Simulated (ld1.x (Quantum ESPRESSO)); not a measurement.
# sulfur: one change to a TM potential, before and after

ld1.x (Quantum ESPRESSO) 7.5 input, shortened:

```
&input
   title='S', zed=16., rel=0, dft='PBESOL', iswitch=3,
   config='[Ne] 3s2 3p2.5'
 /
 &inputp
   pseudotype=2, tm=.true., lloc=0,
   nlcc=.true., rcore=1.05
 /
2
3P  2  1   2.50   0.00  1.40  1.40  0.0
3S  1  0   2.00   0.00  1.45  1.45  0.0
 &test
   configts(1)='3s2 3p2.5'
 /
```

All-electron outer shells of the reference configuration (PBEsol, non-relativistic, ld1.x):

```json
{"shell": "3s", "level (eV)": "-33.16", "outermost node (bohr)": "0.60", "outermost maximum (bohr)": "1.39"}
{"shell": "3p", "level (eV)": "-22.20", "outermost node (bohr)": "0.58", "outermost maximum (bohr)": "1.51"}
```

Change: core correction none.

Cutoffs: the cutoffs (Ry, on a coarse ladder) from which the occupation-weighted sum of valence levels, in a spherical-Bessel basis at the reference potential, stays within 10 and 1 mRy of its value at 400 Ry; they do not see the model core or the augmentation charge, which bear on the density cutoff. Errors are all-electron minus pseudo energies relative to the spin-unpolarised reference configuration.

How do hardness, ghosts and transferability respond?

The potential gets neither clearly harder nor softer (40 Ry and 60 Ry → 40 Ry and 60 Ry); of the 7 tests that both files solve, the error grows in 4 and shrinks in 0 by more than 15 % and 0.3 meV (median size 11.3 → 11.1 meV); neither file shows a bound ghost. Exchange and correlation are not linear in the density, so unscreening with the valence charge alone errs where core and valence overlap; a model core restores that term.

| quantity | base | changed |
| --- | --- | --- |
| cutoff, loose | 40 Ry | 40 Ry |
| cutoff, tight | 60 Ry | 60 Ry |
| bound ghosts | none | none |
| error for 3s2 3p4, meV [ΔE -21.48 eV] | +11 | +11 |
| error for 3s2 3p3, meV [ΔE -9.73 eV] | +1.9 | +2.0 |
| error for 3s2 3p2, meV [ΔE 12.52 eV] | +2.6 | +3.1 |
| error for 3s2 3p4.3, meV [ΔE -23.18 eV] | +14 | +14 |
| error for 3s2 3p1, meV [ΔE 46.53 eV] | +30 | +40 |
| error for 3s2 3p0, meV [ΔE 93.29 eV] | +102 | +153 |
| error for 3s1 3p4, meV [ΔE 0.98 eV] | +0.9 | +2.5 |
| s: phases at 1.60 bohr within 0.05 rad from the reference energy up to (Ry; the scan ends near 5) | 4.7 | 4.7 |
| p: phases at 1.60 bohr within 0.05 rad from the reference energy up to (Ry; the scan ends near 5) | to the end of the scan | to the end of the scan |
